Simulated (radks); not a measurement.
Task: Successive ionisation energies (eV) of one element, from differences of total energies of ions in their ground configurations, starting at charge 13: 334.87, 364.52, 394.67, 434.02, 466.19, 498.91, 532.11, 565.75, 704.36, 739.17, 773.76. Method: scalar-relativistic Kohn-Sham, PBE, spin-polarised, spherical densities, finite nucleus; open shells are filled with parallel spins first (spin-orbit coupling, left out, can overturn this in heavy ions); Fermi nuclear charge, rms radius 4.855 fm; computed with a radial shooting solver on a logarithmic mesh with Libxc functionals. Which element is it?

Result: Lanthanum (Z = 57). The first species listed is La13+ in [Kr] 4d8, the last La23+ in [Ar] 3d10 4s2 4p4.
